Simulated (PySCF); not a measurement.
# Mayer bond orders and bond lengths

Compound: C6H7N2 (charge -1).
SMILES with atom numbers: `[CH2:1]=[CH:2][c:3]1[n-:4][cH:5][n:6][c:7]1[CH3:8]` (hydrogens: H9, H10 on C1; H11 on C2; H12 on C5; H13, H14, H15 on C8)

Cartesian coordinates in Å at the GFN2-xTB level; atoms count from 1:
```
atom  x, y, z in Å
C1    -2.2117   -1.5153   -0.2040
C2    -0.9249   -1.1618   -0.1230
C3    -0.4271    0.1717   -0.0102
N4    -1.2163    1.2968    0.0284
C5    -0.3410    2.2799    0.1353
N6     0.9558    1.9283    0.1714
C7     0.9098    0.5819    0.0788
C8     2.1516   -0.2520    0.0814
H9    -2.5251   -2.5474   -0.2881
H10   -2.9844   -0.7664   -0.1876
H11   -0.1609   -1.9377   -0.1416
H12   -0.6454    3.3174    0.1905
H13    3.0210    0.3985    0.1693
H14    2.1538   -0.9544    0.9203
H15    2.2402   -0.8314   -0.8426
```

Bond orders from the PBE0/pcSseg-1 density (PySCF). The structure is a single GFN2-xTB conformer in the gas phase; no vibrational or solvent corrections. The pcSseg-1 basis has no diffuse functions, a weakness for an anion.

Problem. Where do the orders between heavy atoms depart from those drawn in the SMILES?

Solution. The largest departure is 0.146, at C2–C3 (drawn single, 1.146), counting aromatic bonds as 1.5. Drawn single, order above 1.12: C2–C3 (1.146). The bonds drawn aromatic range from 1.36 to 1.56. The SMILES, with its formal charges, is one Lewis structure only.

Problem. Give the Mayer order of every bond between heavy atoms, beside its length.

Solution. 
```csv
bond,drawn as,length (Å),Mayer order
C1–C2,double,1.337,1.859
C2–C3,single,1.428,1.146
C3–N4,aromatic,1.375,1.365
N4–C5,aromatic,1.321,1.557
C5–N6,aromatic,1.344,1.425
N6–C7,aromatic,1.350,1.466
C7–C8,single,1.496,1.055
C7–C3,aromatic,1.401,1.358
```

Bonds between the same two heavy elements. C–C: lowest C7–C8 (1.055, 1.496 Å), highest C1–C2 (1.859, 1.337 Å). C–N: lowest C3–N4 (1.365, 1.375 Å), highest N4–C5 (1.557, 1.321 Å); in 1 of the 6 pairs the longer bond (by over 0.003 Å) has the higher order (by 0.02 or more).

Problem. And the bonds to hydrogen?

Solution. C–H: 0.94 to 0.98 (7 bonds).

Problem. Sum the orders of all bonds at each heavy atom with more than one neighbour and set the sums beside the valence in the SMILES.

Solution. C1 3.752 (drawn 4), C2 3.967 (drawn 4), C3 3.869 (drawn 4), N4 2.922 (drawn 2), C5 3.963 (drawn 4), N6 2.891 (drawn 3), C7 3.879 (drawn 4), C8 3.925 (drawn 4). Orders between atoms that aren't bonded are not in these sums.

For a closed shell the Mayer order of atoms A and B is Σ (PS)μν (PS)νμ over the basis functions μ on A and ν on B, with P the density and S the overlap matrix.
